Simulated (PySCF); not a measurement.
Cards and structures have been mixed up. Pair them.

Structures:
1. `CCCOCC`
2. `C[N+]1=CC=CC=C1`
3. `P[SiH2]C/C=C\Cl`

Card P (geometry GFN2-xTB):
- Rotational constants A, B, C: 5.763, 2.648, 1.835 GHz
- Static isotropic polarisability (PBE0/def2-SVPD): 68.0 au
- Lowest singlet excitation (TDDFT PBE0/def2-SVPD): 5.53 eV (224 nm, f = 0.070)
- Isotropic shieldings of nuclei other than C and H, by class (GIAO PBE0/pcSseg-1): 42 (1 N) ppm
- Strongest line among the 8 lowest singlet transitions (TDDFT PBE0/def2-SVPD): S5 at 7.32 eV (169 nm, f = 0.623)
- Lowest triplet excitation (Tamm–Dancoff) (TDA PBE0/def2-SVPD): 4.14 eV

Card Q (geometry GFN2-xTB):
- Rotational constants A, B, C: 2.307, 1.500, 1.050 GHz
- Static isotropic polarisability (PBE0/def2-SVPD): 102.7 au
- 13C chemical shifts (computed TMS as zero) by class (GIAO PBE0/pcSseg-1): 136.2 (1 C), 132.7 (1 C), 15.3 (1 C) ppm
- Isotropic shieldings of nuclei other than C and H, by class (GIAO PBE0/pcSseg-1): 391 (1 Si), 623 (1 P), 731 (1 Cl) ppm
- Lowest singlet excitation (TDDFT PBE0/def2-SVPD): 5.83 eV (213 nm, f = 0.026)

Card R (geometry GFN2-xTB):
* Rotational constants A, B, C: 15.852, 1.272, 1.222 GHz
* Static isotropic polarisability (CAM-B3LYP/def2-SVPD): 68.9 au
* Lowest singlet excitation (TDDFT CAM-B3LYP/def2-SVPD): 7.17 eV (173 nm, f = 0.025)
* Point group: Cs
* Dipole moment (CAM-B3LYP/def2-SVPD): 1.10 D
* Strongest line among the 8 lowest singlet transitions (TDDFT CAM-B3LYP/def2-SVPD): S4 at 8.26 eV (150 nm, f = 0.057)
* HOMO energy (CAM-B3LYP/def2-SVPD): -8.81 eV

All species are isolated and taken at one optimised geometry, non-relativistic unless stated; the electronic structure was computed with PySCF and density fitting. NMR classes are plain means over equivalent atoms (diastereotopic ones count apart unless rotation or inversion swaps them), as if these changed places fast.

**Question.** Which card belongs to which structure?

**Answer.** P = 2, Q = 3, R = 1. What ties each card to its structure:
- 1 (card R), C5H12O, monoisotopic mass 88.1 u, 6 heavy atoms: point group Cs; an asymmetric top with C = 1.222 GHz; polarisability 68.9 au for 50 electrons; dipole 1.10 D.
- 2 (card P), [C6H8N]+, monoisotopic mass 94.1 u, 7 heavy atoms: an asymmetric top with C = 1.835 GHz, the highest such constant on the cards; polarisability 68.0 au for 50 electrons.
- 3 (card Q), C3H8ClPSi, monoisotopic mass 138.0 u, 6 heavy atoms: 3 C in 3 classes; the least shielded carbon (136.2 ppm) is an alkene CH carbon; an asymmetric top with C = 1.050 GHz, the lowest such constant on the cards; polarisability 102.7 au for 72 electrons.
